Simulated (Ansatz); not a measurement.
Program: Ansatz. Geometries: PBE0-D4/def2-TZVP. ΔE: electronic, gas phase. CCSD(T)/CBS adds triple-zeta CCSD(T) − MP2 to the extrapolated MP2 energy (def2 sets, frozen cores). This one scheme is used for every species. Functionals use def2-TZVPP. B3LYP here is the variant with VWN-RPA as its local correlation; programs differ in this. Each species was taken in one conformer, which may not be the lowest.

Reaction (ligand exchange at the Si–S bond): `CCS[Si](O)(O)O` + `[OH][Al]([F])[Cl]` → `O[Si](O)(O)[O][Al]([F])[Cl]` + `CCS`

`CCS[Si](O)(O)O`:

```xyz
15

C     0.987    1.300   -1.567
C    -0.164    0.319   -1.571
S     0.239   -1.266   -0.749
Si   -0.335   -0.840    1.236
O     0.170   -2.099    2.148
O     0.290    0.610    1.657
O    -1.944   -0.691    1.481
H     1.867    0.871   -2.052
H     1.257    1.574   -0.547
H     0.708    2.209   -2.109
H    -1.052    0.741   -1.097
H    -0.445    0.041   -2.588
H     1.084   -2.372    2.049
H    -0.189    1.084    2.340
H    -2.473   -1.482    1.369
```

`[OH][Al]([F])[Cl]`:

Cartesian coordinates in Å:
```
O -0.412 0.298 -1.195
Al 0.343 0.081 0.284
F 1.767 0.838 0.547
Cl -0.453 -1.106 1.790
H -1.245 -0.110 -1.427
```

`O[Si](O)(O)[O][Al]([F])[Cl]`:

```xyz
11

O    -1.449    1.209   -0.764
Si   -0.637    0.350    0.356
O    -1.777   -0.406    1.248
O     0.317    1.368    1.199
O     0.380   -0.743   -0.265
Al    1.813   -1.158   -1.007
F     2.503   -2.594   -0.632
Cl    2.728    0.034   -2.429
H    -2.309    0.874   -1.021
H    -1.492   -1.123    1.816
H    -0.077    2.188    1.498
```

`CCS`:

Z-matrix (Å, degrees):
```
C
C 1 1.514
H 1 1.094 2 110.6
H 1 1.091 2 111.0 3 120.4
H 1 1.093 2 111.0 3 -119.6
S 2 1.813 1 114.1 3 -177.2
H 2 1.092 1 111.5 3 58.7
H 2 1.093 1 110.8 3 -60.2
H 6 1.343 2 96.8 1 -62.2
```

Q: Is it downhill or uphill in electronic energy at CCSD(T)/CBS, and by how much? (Estimate.)

A: Computed: Downhill: ΔE = -0.79 eV.

Q: What do these levels give: ωB97X-V, B3LYP, MP2/def2-TZVPP, SCS-MP2/def2-TZVPP, CCSD(T)/def2-TZVPP, HF/CBS(def2)? (Estimate.)

A: The calculation gave: ωB97X-V -0.77, B3LYP -0.85, MP2/def2-TZVPP -0.76, SCS-MP2/def2-TZVPP -0.84, CCSD(T)/def2-TZVPP -0.82, HF/CBS(def2) -1.15 eV.

Largest T1 diagnostic among the species: 0.011.

From PBE to PBE0 (25 % exact exchange), in def2-TZVPP and without D4, ΔE moves by −0.09 eV. In def2-TZVPP, CCSD(T) changes the Hartree–Fock value by +0.29 eV (the triples alone add +0.06 eV) and MP2 by +0.36 eV.
